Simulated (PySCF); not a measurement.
Electron correlation in F+ (fluorine, charge +1)

[He] 2s1 2p5, high-spin 3P determinant (an excited configuration). Computed with PySCF 2.14 in x2c-QZVPPall (7s4p3d2f1g, 57 functions), with the spin-free X2C one-electron Hamiltonian (Gaussian nucleus). Frozen: nothing; 8 electrons correlated.

| level | correlation energy (mhartree) |
| --- | --- |
| CCSD | -242.81 |
| (T) | -5.51 |
| CCSD(T) | -248.32 |

Diagnostics: T1 = 0.0056, D1 = 0.0124, largest double amplitude 0.056.

Question: Is a single reference adequate?

Answer: Yes: T1 lies below 0.03 and no double amplitude reaches 0.07.

This basis was not built for core-valence correlation, so the inner-shell part is incomplete.
